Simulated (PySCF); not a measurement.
# Excited states of As⁵⁺ (arsenic, charge +5)

Ground state [Ar] 3d10, ¹S. All numbers are calculated (PySCF 2.14, scalar relativity through the core potential, in aug-cc-pVTZ-PP with one added diffuse shell each of s, d, f type with ECP10MDF (7s5p5d3f, 68 functions)). Vertical excitation energies in eV without spin-orbit coupling; excited terms of each kind are numbered among those the solver found.

```json
{"term": "1 3D", "leading excitation": "3d → s", "TDA-B3LYP": "38.434"}
{"term": "1 1D", "leading excitation": "3d → s", "TDA-B3LYP": "39.320"}
{"term": "1 3P°", "leading excitation": "3d → p", "TDA-B3LYP": "51.615"}
{"term": "1 3F°", "leading excitation": "3d → p", "TDA-B3LYP": "51.822"}
{"term": "1 1F°", "leading excitation": "3d → p", "TDA-B3LYP": "52.450"}
{"term": "1 3D°", "leading excitation": "3d → p", "TDA-B3LYP": "52.489"}
{"term": "1 1D°", "leading excitation": "3d → p", "TDA-B3LYP": "52.489"}
{"term": "1 1P°", "leading excitation": "3d → p", "TDA-B3LYP": "53.846"}
{"term": "1 3S", "leading excitation": "3d → d", "TDA-B3LYP": "70.699"}
{"term": "1 3G", "leading excitation": "3d → d", "TDA-B3LYP": "71.141"}
{"term": "1 1G", "leading excitation": "3d → d", "TDA-B3LYP": "71.523"}
```

Question: What does TD-B3LYP give for these terms?

Answer: 1 3D 38.425; 1 1D 39.315; 1 3P° 51.602; 1 3F° 51.815; 1 1F° 52.450; 1 3D° 52.488; 1 1D° 52.488; 1 1P° 53.789; 1 3S 70.679; 1 3G 71.136; 1 1G 71.522 (eV).

Where a singlet and its triplet coincide, the exchange integral that splits them vanishes by symmetry for a single excitation; correlation beyond this level separates them.

Oscillator strength of the first ¹S → ¹P° line: TDA-B3LYP 0.537, TD-B3LYP 0.507.

The solver can miss terms.
